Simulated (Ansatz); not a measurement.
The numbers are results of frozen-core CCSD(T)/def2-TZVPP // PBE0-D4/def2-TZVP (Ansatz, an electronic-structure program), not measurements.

Ansatz 0.2 input:
```yaml
crystal:
  periodic: [false, false, false]
  atoms:
    - { symbol: O, position_ang: [1.638555, 0.953296, 0.848595] }
    - { symbol: Si, position_ang: [0.991486, -0.228289, -0.110692] }
    - { symbol: Si, position_ang: [-1.355411, -0.246648, -0.053241] }
    - { symbol: H, position_ang: [1.391617, 1.860059, 0.663455] }
    - { symbol: H, position_ang: [1.427548, -0.073485, -1.529919] }
    - { symbol: H, position_ang: [1.536445, -1.505462, 0.412732] }
    - { symbol: H, position_ang: [-1.889772, 1.073847, -0.491986] }
    - { symbol: H, position_ang: [-1.862939, -0.520882, 1.318246] }
    - { symbol: H, position_ang: [-1.878076, -1.291627, -0.976391] }
basis:
  gaussian: { orbitals: def2-TZVPP }
correlation:
  method: ccsd_t
```

Output:

```
Functional definition: HF
1140 factors; integrals over basis functions are off by at most 8.3e-4 eV
mean field evaluation 1: about -17856.0056 eV, gradient 3.6e1 eV
mean field evaluation 2: about -17856.1957 eV, gradient 3.6e1 eV
mean field evaluation 4: about -17859.1513 eV, gradient 3.3e0 eV
mean field evaluation 8: about -17859.2110 eV, gradient 1.2e-1 eV
mean field evaluation 16: about -17857.9760 eV, gradient 2.4e1 eV
mean field -17859.21111213 eV, -656.3139029626 hartree, gradient 6.7e-6 eV, S^2 0.000000; 0 other end points of the search recorded, 0 dependent functions left out
11 core orbitals not correlated
reference -17859.21111213 eV, -656.3139029626 hartree; 10, 10 occupied and 178, 178 virtual orbitals, 1140 factors
second order -13.55117084 eV of doubles, -0.00000000 eV of singles
cycle   1  -14.28420654 eV  change   -7.3e-1 eV  update   8.8e-2
cycle   2  -14.71214191 eV  change   -4.3e-1 eV  update   2.8e-2
cycle   3  -14.79115370 eV  change   -7.9e-2 eV  update   1.3e-2
cycle   4  -14.78272802 eV  change    8.4e-3 eV  update   3.3e-3
cycle   5  -14.78207888 eV  change    6.5e-4 eV  update   1.4e-3
cycle   6  -14.78215502 eV  change   -7.6e-5 eV  update   3.7e-4
cycle   7  -14.78192967 eV  change    2.3e-4 eV  update   1.3e-4
cycle   8  -14.78191643 eV  change    1.3e-5 eV  update   4.2e-5
cycle   9  -14.78193568 eV  change   -1.9e-5 eV  update   1.7e-5
perturbative correction -0.48359748 eV, -0.0177718796 hartree
Total energy: -17874.47664529 eV, -656.8749009589 hartree
```

Cost: roughly 70 core-seconds.
